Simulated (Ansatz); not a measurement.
System: C6H11, charge -1, multiplicity 1. It need not be the lowest isomer of its formula. Whether it binds its extra electron was not tested at this geometry. 
Geometry from a B3LYP-D3(BJ)/def2-TZVP (Ansatz, an electronic-structure program) optimisation:
SMILES: CC(/C=[C-]\C)C
```xyz
17

C      2.3451    -0.4217    -0.4869
C      1.6439    -0.3153     0.8550
C      0.3202    -0.0718     0.8678
C     -0.6802     0.1316    -0.2694
C     -1.3260     1.5211    -0.1974
C     -1.7686    -0.9492    -0.2498
H      1.7492    -0.2880    -1.4227
H      3.1639     0.3090    -0.5392
H      2.8350    -1.4013    -0.5743
H     -0.1968     0.0060     1.8403
H     -0.1569     0.0581    -1.2277
H     -2.0838     1.6754    -0.9783
H     -1.8151     1.6593     0.7739
H     -0.5664     2.2997    -0.2927
H     -2.5267    -0.7991    -1.0312
H     -1.3254    -1.9384    -0.3822
H     -2.2827    -0.9486     0.7183
```
Charge -1, spin multiplicity 1.

Total electronic energies in hartree. Cores are frozen in the correlated levels unless marked. Spin-orbit coupling is left out. No relativistic terms. CBS marks a two-point X^-3 extrapolation of the correlation energy; Hartree-Fock from the larger set. The bracket is a focal-point correction in the basis named.

```
level                                                                 program  energy (Eh)
-------------------------------------------------------------  --------------  -----------
HF/aug-cc-pVTZ                                                         Ansatz   -233.58350
RI-HF/aug-cc-pVQZ                                                      Ansatz   -233.59695
BHLYP/def2-TZVPD                                                       Ansatz   -235.10574
r2SCAN0/def2-TZVPD                                                     Ansatz   -235.09249
HSE06-D4/def2-TZVPD                                            Ansatz + dftd4   (withheld)
B2GP-PLYP-D3(BJ)/def2-TZVPD                                    Ansatz + dftd3   -234.98839
RI-MP2/cc-pVQZ                                                         Ansatz   -234.70824
SCS-MP2/aug-cc-pVTZ                                                    Ansatz   -234.65704
RI-MP2/CBS(aug-cc-pVTZ,aug-cc-pVQZ)+[CCSD(T)-MP2]/aug-cc-pVTZ          Ansatz    -234.8660
```

Q: Some entries are withheld; supply them.

A: 
- HSE06-D4/def2-TZVPD, energy (Eh): -234.96559
